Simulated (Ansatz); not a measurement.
Z-matrix (Å, degrees):
```
Si
O 1 1.660
B 1 2.030 2 109.1
N 1 1.718 2 116.9 3 121.4
H 1 1.485 2 103.9 3 -123.3
H 2 0.959 1 115.6 3 -33.0
O 3 1.358 1 116.6 2 30.0
H 3 1.206 1 124.9 2 -150.6
H 4 1.007 1 120.9 2 74.5
H 4 1.007 1 121.5 2 -74.5
H 7 0.962 3 113.9 1 179.4
```

Total charge 0; spin multiplicity 1.

(1) List the r2SCAN/def2-TZVPP orbital energies in eV (Ansatz 0.2.0). (Best estimate.)

## Answers

(1) The calculation gave: Occupied: -1790.77, -516.80, -515.25, -384.57, -180.82, -141.12, -96.00, -95.98, -95.95, -27.48, -25.82, -21.94, -14.97, -13.75, -12.36, -11.87, -11.55, -9.86, -9.52, -8.97, -8.68, -7.69, -6.48, -6.21. Lowest empty: -1.65, 0.06, 1.27, 1.69, 2.43, 2.64, 2.90, 2.97.
